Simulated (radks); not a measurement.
The numbers below are computed, except where a source is named.
Question: The cerium ion Ce+, 57 electrons, occupied as [Xe] 4f1 5d2 (the NIST ground configuration). Level of theory: scalar-relativistic Kohn-Sham, SCAN, spin-unpolarised, spherical densities, finite nucleus; meta-GGA in the generalised Kohn-Sham scheme; Fermi nuclear charge, rms radius 4.8771 fm (a radial shooting solver on a logarithmic mesh with Libxc functionals). Some entries of the table are withheld. Estimate them.

| orbital | occ. | eigenvalue (hartree) | <r^2> (bohr^2) | <1/r> (bohr^-1) |
|---|---|---|---|---|
| 1s | 2 | -1482.332 | 0.0008210 | 63.34 |
| 2s | 2 | -238.1965 | 0.01305 | 14.62 |
| 2p | 6 | -213.1987 | 0.01041 | 13.83 |
| 3s | 2 | -51.71263 | 0.08836 | (1) |
| 3p | 6 | -43.69946 | 0.08854 | 5.026 |
| 3d | 10 | -32.34298 | (2) | 4.759 |
| 4s | 2 | -10.69150 | 0.4580 | (3) |
| 4p | 6 | -8.06011 | 0.5173 | 2.036 |
| 4d | 10 | -4.26700 | 0.6433 | 1.776 |
| 5s | 2 | -1.67634 | 2.629 | 0.8628 |
| 5p | 6 | -1.02570 | 3.551 | 0.7370 |
| 4f | 1 | -0.31724 | 1.692 | 1.199 |
| 5d | 2 | -0.25628 | 9.625 | 0.4598 |

Answer: 
(1) 3s <1/r> (bohr^-1): 5.316
(2) 3d <r^2> (bohr^2): 0.07584
(3) 4s <1/r> (bohr^-1): 2.206
